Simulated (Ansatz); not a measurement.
Consider the ligand exchange at a B–C bond: `B[CH2][GaH2]` + `BNCC=C` → `BN(B)CC=C` + `[CH3][GaH2]`.

Computed with Ansatz on PBE0-D4/def2-TZVP structures; ΔE is electronic, products minus reactants. CCSD(T)/CBS adds triple-zeta CCSD(T) − MP2 to the extrapolated MP2 energy (def2 sets, frozen cores). DFT in def2-TZVPP. B3LYP here is the variant with VWN-RPA as its local correlation; programs differ in this. HSE06 is defined as in plane-wave codes. For Ga outer-core shells are correlated without core-valence functions, which leaves a few kJ/mol of doubt a bond. Scalar relativity is left out up to krypton. Each species was taken in one conformer, which may not be the lowest.

| level | ΔE (kJ/mol) | difference from CCSD(T)/CBS |
| --- | --- | --- |
| LDA (SPW92) | -54.3 | 6.3 |
| r2SCAN-D4 | -56.4 | 4.2 |
| B97M-V | -56.8 | 3.8 |
| B3LYP-D4 | -60.6 | 0.0 |
| HSE06-D4 | -54.8 | 5.8 |
| PBE0 | -51.9 | 8.7 |
| CCSD(T)/def2-SVP | -64.4 | -3.8 |
| MP2/def2-TZVPP | -63.9 | -3.3 |
| HF/def2-QZVPP | -66.4 | -5.8 |
| MP2/def2-QZVPP | -63.6 | -3.0 |
| CCSD(T)/CBS | -60.6 | 0 |

Largest T1 diagnostic among the species: 0.012.

From PBE to PBE0 (25 % exact exchange), in def2-TZVPP and without D4, ΔE moves by −4.5 kJ/mol. At CCSD(T), def2-SVP lies −3.8 kJ/mol from the extrapolated value and def2-TZVPP −0.9 kJ/mol.
